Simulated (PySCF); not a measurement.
```xyz
4
charge 0 multiplicity 1, angstrom
Fe    0.0000    0.0000   -0.7948
Se    0.0000    0.0000    1.3118
Se    2.1397    0.0000   -0.3779
Se   -2.1397    0.0000   -0.3779
```

Level of theory: B3LYP/[Fe def2-SVP, Se def2-SVP], no relativity, density fitting, PySCF.

This geometry of FeSe3 is a stationary point at this level.

**Question.** What is the point group?

**Answer.** C2v.

**Question.** Is it a minimum?

**Answer.** No: it has 1 imaginary mode, at 107i cm⁻¹ (b2).

**Question.** List the harmonic modes with their infrared intensities.

**Answer.** 
```json
{"symmetry": "b2", "ω (cm⁻¹)": "107i", "IR (km/mol)": "–"}
{"symmetry": "b1", "ω (cm⁻¹)": "39", "IR (km/mol)": "1.7"}
{"symmetry": "a1", "ω (cm⁻¹)": "128", "IR (km/mol)": "0.0"}
{"symmetry": "a1", "ω (cm⁻¹)": "240", "IR (km/mol)": "0.6"}
{"symmetry": "b2", "ω (cm⁻¹)": "407", "IR (km/mol)": "25.5"}
{"symmetry": "a1", "ω (cm⁻¹)": "420", "IR (km/mol)": "4.1"}
```

In C2v the vibrations span 2b2 + b1 + 3a1. Here b1 is antisymmetric to the molecular plane and b2 lies in it.

Stability towards spin polarisation was not tested. Other isomers or separated fragments may lie lower.
